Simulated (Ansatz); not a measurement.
Job for Ansatz (an electronic-structure program): R-revPBE/def2-TZVPPD on BH6NO3 (a complex). Files ending in .json are basis or fitting sets from the Basis Set Exchange.

Ansatz 0.2 input:
```yaml
crystal:
  periodic: [false, false, false]
  atoms:
    - {symbol: O, position_ang: [-0.00238246, -0.57182165, -1.19766515]}
    - {symbol: B, position_ang: [-0.15521205, -0.19618015, 0.11023842]}
    - {symbol: O, position_ang: [-1.36114706, 0.38326404, 0.47839581]}
    - {symbol: O, position_ang: [0.87793735, -0.41176198, 0.96646611]}
    - {symbol: H, position_ang: [-0.78684169, -0.37711461, -1.71828124]}
    - {symbol: H, position_ang: [-1.39826234, 0.62138552, 1.40847667]}
    - {symbol: H, position_ang: [0.69823798, -0.11936347, 1.88130217]}
    - {symbol: N, position_ang: [0.40224509, 0.43593134, 3.69128034]}
    - {symbol: H, position_ang: [0.30297165, 1.42922344, 3.87080775]}
    - {symbol: H, position_ang: [-0.31100941, -0.04698632, 4.22675583]}
    - {symbol: H, position_ang: [1.30128690, 0.15267045, 4.06764625]}
basis:
  gaussian:
    orbitals: def2-TZVPPD.json
hamiltonian:
  xc: {name: revPBE}
scf: {lower_state_search: off}
```

Output:

```
WARN ansatz: RAYON_NUM_THREADS=1 ignored (pool sized by the plan → 1); use --threads N
Functional definition: revPBE
these checks for a lower state are left out or cut short: stability, starts, cluster_reference, orbital_swaps, neighbouring_geometries, increment
integrals: 0.22 GiB planned
1250 factors; their error is unknown
mean field: 1.64 GiB planned
mean field evaluation 1: about -8391.0808 eV, gradient 1.1e2 eV
mean field evaluation 2: about -8323.3288 eV, gradient 2.1e2 eV
mean field evaluation 4: about -8410.6127 eV, gradient 1.6e1 eV
mean field evaluation 8: about -8411.0687 eV, gradient 5.5e-2 eV
mean field evaluation 16: about -8411.0581 eV, gradient 9.0e-5 eV
mean field -8411.05805224 eV, -309.1006821997 hartree, gradient 3.3e-6 eV, S^2 0.000000; 0 other end points of the search recorded, 0 dependent functions left out
reference -8411.05812883 eV, -309.1006850144 hartree; 21, 21 occupied and 275, 275 virtual orbitals, 1250 factors
Total energy: -8411.05812883 eV, -309.1006850144 hartree
Checks for a lower state left out: stability, starts, cluster_reference, orbital_swaps, neighbouring_geometries, increment
```

The run converged.

Cost: about 5 core-seconds (a rough figure).
